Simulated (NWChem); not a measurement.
The numbers come from NWChem runs, not from measurements. System: hexafluoro-2-butyne (C$_{4}$F$_{6}$), charge 0, spin multiplicity 1, optimised in this run.

The NWChem input:

```
start mol
memory heap 200 mb stack 900 mb global 1100 mb
geometry units angstroms
  F     -0.531110    -2.571606     1.076992
  C      0.073051    -2.064203     0.000000
  F     -0.531110    -2.571606    -1.076992
  F      1.333132    -2.505529     0.000000
  C      0.021164    -0.598428     0.000000
  C     -0.021164     0.598428     0.000000
  C     -0.073051     2.064203     0.000000
  F      0.531110     2.571606    -1.076992
  F     -1.333132     2.505529     0.000000
  F      0.531110     2.571606     1.076992
  symmetry group C2h
end
basis spherical
  * library def2-svp
end
dft
  xc b3lyp
  semidirect memsize 60000000 filesize 0
  iterations 100
end
driver
  maxiter 80
end
task dft optimize
```

The output up to the point where the run's verdict is printed (cleaned and shortened):

```
             Northwest Computational Chemistry Package (NWChem) 7.3.0
             --------------------------------------------------------

                                NWChem Input Module
                                -------------------

 Scaling coordinates for geometry "geometry" by  1.889725989
 (inverse scale =  0.529177249)

 Turning off AUTOSYM since
 SYMMETRY directive was detected!

          ------
          auto-z
          ------
  Looking for out-of-plane bends
 !! There are insufficient internal variables: expected    23 got    24
 !! Either AUTOZ failed or your geometry has changed so much that the
 !! coordinates should be regenerated.
```

The program refused the input. NWChem stopped with the message: geom_binvr: #indep variables incorrect 2300024.
